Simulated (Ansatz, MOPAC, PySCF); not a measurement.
Dimer: CH4O (SMILES CO) (first 6 atoms) with C2H6O (SMILES COC); geometry from B3LYP-D3(BJ)/def2-TZVP, rigid monomers moved along the line of their centres of mass till H6···O8 is 2.13 Å.
(charge 0, multiplicity 1):
```xyz
15

C      0.13632    -0.07180    -0.24360
O      0.37616     0.91959     0.73599
H      0.78906    -0.94520    -0.12157
H      0.34251     0.37162    -1.21821
H     -0.90468    -0.41822    -0.23988
H      0.20182     0.53539     1.61095
C     -1.09839     0.49951     4.30472
O     -0.06885    -0.17252     3.60116
C      1.16017    -0.19102     4.30581
H     -0.82650     1.54279     4.50179
H     -1.30958     0.00071     5.25735
H     -1.98829     0.47308     3.67898
H      1.51711     0.82599     4.50415
H      1.88410    -0.70846     3.67950
H      1.05591    -0.72412     5.25750
```

Counterpoise-corrected where a basis set is named; no monomer relaxation. Rows marked so take none.

Correlated levels freeze the cores. Rows in 3-21G, 6-31G*, STO-3G carry no dispersion term and start afresh at each structure (6-31G* with six Cartesian d functions). MP2/6-31G* freezes PySCF's default core. The state that PM6 reach isn't checked.

Run with Ansatz (Gaussian orbitals); MOPAC for PM6 (differences of heats of formation); PySCF for 3-21G rows, 6-31G* rows, STO-3G rows, the dispersion terms. Values without a source in brackets are computed.

```json
[
 {"level": "PM6", "interaction energy (kcal/mol)": "-3.47"},
 {"level": "HF/STO-3G (no counterpoise)", "interaction energy (kcal/mol)": "-3.71"},
 {"level": "B3LYP/3-21G (no counterpoise)", "interaction energy (kcal/mol)": "-9.89"},
 {"level": "B3LYP/6-31G*", "interaction energy (kcal/mol)": "-4.64"},
 {"level": "PBE0-D3(BJ)/def2-TZVPPD", "interaction energy (kcal/mol)": "(withheld)"},
 {"level": "MP2/6-31G*", "interaction energy (kcal/mol)": "-5.04"},
 {"level": "MP2/aug-cc-pVDZ", "interaction energy (kcal/mol)": "-5.18"},
 {"level": "CCSD/aug-cc-pVDZ", "interaction energy (kcal/mol)": "(withheld)"},
 {"level": "CCSD(T)/aug-cc-pVDZ", "interaction energy (kcal/mol)": "-5.13"}
]
```

### Question
Some entries are withheld; supply them.

### Answer

- PBE0-D3(BJ)/def2-TZVPPD, interaction energy (kcal/mol): -5.56
- CCSD/aug-cc-pVDZ, interaction energy (kcal/mol): -4.88

Ansatz is a first-principles code.
